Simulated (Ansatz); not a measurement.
Reactions of `C[Te][SiH2]O`.

Calculated with Ansatz (gas phase, PBE0-D4/def2-TZVP geometries, no zero-point term in ΔE). CCSD(T)/CBS adds triple-zeta CCSD(T) − MP2 to the extrapolated MP2 energy (def2 sets, frozen cores). This one scheme is used for every species. Double bonds are as drawn, so ΔE can hold a change between cis and trans. DFT in def2-TZVPP. No spin–orbit coupling; open shells (•) take unrestricted orbitals. def2 core potentials past Kr. For Te outer-core shells are correlated without core-valence functions, which leaves a few kJ/mol of doubt a bond. Each species was taken in one conformer, which may not be the lowest.

```tsv
reaction	HF/CBS(def2) (kJ/mol)	PBE-D4 (kJ/mol)	MP2/CBS(def2) (kJ/mol)
`C[Te][SiH2]O` + SiH₄ → `C[Te][SiH2][SiH3]` + H₂O	107	59	81
`C[Te][SiH2]O` → `O[SiH2]C[TeH]`	49	48	49
`C[Te][SiH2]O` → `OC[SiH2][TeH]`	167	150	181
`C[Te][SiH2]O` + `C#C` → `C#C[SiH2][Te]C` + H₂O	62	38	41
`C[Te][SiH2]O` + `O/C=C/BF` → `O/C=C/[SiH2]O` + `C[Te]BF`	48	40	39
`C[Te][SiH2]O` + `CC1[SiH2]B1F` → `C[Te][SiH](O)F` + `CC1B[SiH2]1`	-30	-29	-47
`C[Te][SiH2]O` + `CC=S` → `C[Te]C(C)=S` + `O[SiH3]`	83	44	44
`C[Te][SiH2]O` → `O[SiH2]`• + `C[Te]`•	191	294	326
`C[Te][SiH2]O` → `[CH2]` (triplet) + `O[SiH2][TeH]`	281	440	455
```

Give the CCSD(T)/CBS values in the same order. (An estimate is asked.)

Computed: 75, 44, 169, 44, 36, -42, 52, 312, 438 kJ/mol.

Largest T1 diagnostic: 0.016, for `CC=S`.
